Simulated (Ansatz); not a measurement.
`F[SiH](F)S` → `F[Si]F` + H₂S  (silylene formation by 1,1-elimination)

Calculated with Ansatz (gas phase, PBE0-D4/def2-TZVP geometries, no zero-point term in ΔE). CCSD(T)/CBS adds triple-zeta CCSD(T) − MP2 to the extrapolated MP2 energy (def2 sets, frozen cores). This one scheme is used for every species. DFT in def2-TZVPP. HSE06 is defined as in plane-wave codes. One conformer a species, not always the lowest.

CCSD(T)/CBS gives +2.12 eV.

Question: Another level gave +2.21 eV. Which?
A. r2SCANh-D4/def2-TZVPP
B. CAM-B3LYP-D4/def2-TZVPP
C. HF/def2-TZVPP
D. HSE06-D4/def2-TZVPP

Answer: D. HSE06-D4 2.21, HF/def2-TZVPP 2.12, CAM-B3LYP-D4 2.06, r2SCANh-D4 2.34 eV.

Question: What do rigid-rotor, harmonic-oscillator terms from PBE0-D4/def2-TZVP frequencies (298.15 K, 1 bar) make of the CCSD(T)/CBS value? (Estimate.)

Answer: Ansatz gave: ΔZPE = -0.12 eV, ΔH = +2.05 eV, ΔS = 148 J/(mol·K), ΔG = +1.59 eV.

Largest T1 diagnostic among the species: 0.015.

From BLYP to BHLYP (50 % exact exchange), in def2-TZVPP and without D4, ΔE moves by +0.43 eV. Leaving LDA and LC-ωPBE aside and taking each functional with its dispersion term where it has one, the values, not all of them listed here, spread over 0.54 eV, from BLYP-D4 to r2SCAN0-D4. LDA lies +0.29 eV from PBE without D4. At CCSD(T), def2-SVP lies −0.22 eV from the extrapolated value and def2-TZVPP −0.06 eV.
